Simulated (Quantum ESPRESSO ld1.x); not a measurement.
Q: Co2+, configuration [Ar] 3d7. Method: scalar-relativistic Kohn-Sham, LDA (Slater exchange, VWN5 correlation), spin-polarised, spherical densities, point nucleus; open shells are filled with parallel spins first; computed with ld1.x of Quantum ESPRESSO 7.5. Some entries of the table are withheld. Estimate them.

orbital,occ.,eigenvalue (hartree),<r> (bohr)
1s up,1,-279.139,0.05628
1s down,1,-279.139,0.05628
2s up,1,-33.6775,0.2562
2s down,1,-33.6170,0.2559
2p up,3,(1),0.2253
2p down,3,(2),0.2251
3s up,1,-4.49642,0.7750
3s down,1,-4.37755,0.7773
3p up,3,-3.15973,0.8158
3p down,3,-3.04391,0.8200
3d up,5,(3),1.007
3d down,2,(4),1.042

A: 
(1) 2p up eigenvalue (hartree): -28.9817
(2) 2p down eigenvalue (hartree): -28.9350
(3) 3d up eigenvalue (hartree): -1.05026
(4) 3d down eigenvalue (hartree): -0.94490
